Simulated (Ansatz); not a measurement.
**Ligand exchange: SnH3(CH3) + NaF → SnH3F + CH3Na**

Species: SnH3(CH3), singlet; NaF, singlet; SnH3F `[F][SnH3]`, singlet; CH3Na `[CH3][Na]`, singlet. The partners trade CH3 for F: Sn–CH3 and Na–F bonds give way to Sn–F and Na–CH3.

Shapes, held fixed at every level: PBE0-D4/def2-TZVP. Programs: Ansatz 0.2.0. The zero-point and thermal change to 298 K, harmonic and unscaled (PBE0-D4/def2-TZVP), is -6.2 kJ/mol.

```json
{"level": "HF/def2-TZVPP", "kind": "Hartree–Fock", "ΔH(298 K) (kJ/mol)": "+124.2", "less CCSD(T)/def2-TZVPP": "-2.2"}
{"level": "SPW92/def2-TZVPP", "kind": "LDA", "ΔH(298 K) (kJ/mol)": "+116.2", "less CCSD(T)/def2-TZVPP": "-10.2"}
{"level": "BHLYP-D4/def2-TZVPP", "kind": "global hybrid", "ΔH(298 K) (kJ/mol)": "+123.0", "less CCSD(T)/def2-TZVPP": "-3.4"}
{"level": "B2PLYP/def2-TZVPP", "kind": "double hybrid", "ΔH(298 K) (kJ/mol)": "+118.7", "less CCSD(T)/def2-TZVPP": "-7.7"}
{"level": "MP2/def2-TZVPP", "kind": "perturbation theory", "ΔH(298 K) (kJ/mol)": "+134.4", "less CCSD(T)/def2-TZVPP": "+8.0"}
{"level": "CCSD/def2-SVP", "kind": "coupled cluster or CI", "ΔH(298 K) (kJ/mol)": "+129.6", "less CCSD(T)/def2-TZVPP": "+3.2"}
{"level": "CCSD/def2-TZVPP", "kind": "coupled cluster or CI", "ΔH(298 K) (kJ/mol)": "+128.8", "less CCSD(T)/def2-TZVPP": "+2.4"}
{"level": "CCSD(T)/def2-TZVPP", "kind": "coupled cluster or CI", "ΔH(298 K) (kJ/mol)": "+126.4", "less CCSD(T)/def2-TZVPP": "0.0"}
```

The highest level, CCSD(T)/def2-TZVPP, gives ΔH(298 K) = +126.4 kJ/mol; the levels span +116.2 to +134.4. The column of differences is taken from that level and isn't an error. No measured value is set beside it here. For atoms past krypton def2 sets carry core potentials with scalar relativity. Correlated rows may include outer-core shells of Na, Sn, which these sets cover unevenly.
